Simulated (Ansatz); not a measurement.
## Ansatz (development build ahead of 0.2.0) run

```yaml
crystal:
  periodic: [false, false, false]
  atoms:
    - { symbol: H, position_ang: [1.352, 0.0, 0.0] }
    - { symbol: H, position_ang: [1.09379, 0.79469, 0.0] }
    - { symbol: H, position_ang: [0.41779, 1.28583, 0.0] }
    - { symbol: H, position_ang: [-0.41779, 1.28583, 0.0] }
    - { symbol: H, position_ang: [-1.09379, 0.79469, 0.0] }
    - { symbol: H, position_ang: [-1.352, 0.0, 0.0] }
    - { symbol: H, position_ang: [-1.09379, -0.79469, 0.0] }
    - { symbol: H, position_ang: [-0.41779, -1.28583, 0.0] }
    - { symbol: H, position_ang: [0.41779, -1.28583, 0.0] }
    - { symbol: H, position_ang: [1.09379, -0.79469, 0.0] }
basis:
  gaussian: { orbitals: def2-SVP }
hamiltonian:
  xc: hf
correlation:
  method: mp2
  frozen_orbitals: { H: 0 }
output:
  forces: true
```

The input is written out in the form of the current development build from the run's settings.

Output:

```json
{"Converged": "yes", "Reference energy": "-5.31644 hartree", "Correlation energy": "-0.19584 hartree", "Total energy": "-5.51228 hartree"}
```

Forces (eV/Å):
```tsv
atom	Fx	Fy	Fz
H1	2.134	0.000	0.000
H2	1.727	1.254	0.000
H3	0.660	2.030	0.000
H4	-0.660	2.030	0.000
H5	-1.727	1.254	0.000
H6	-2.134	0.000	0.000
H7	-1.727	-1.254	0.000
H8	-0.660	-2.030	0.000
H9	0.660	-2.030	0.000
H10	1.727	-1.254	0.000
```

Caution: bonds are stretched, where a single reference can fail; stretched shape with no unrestricted run beside it, a lower state can exist.
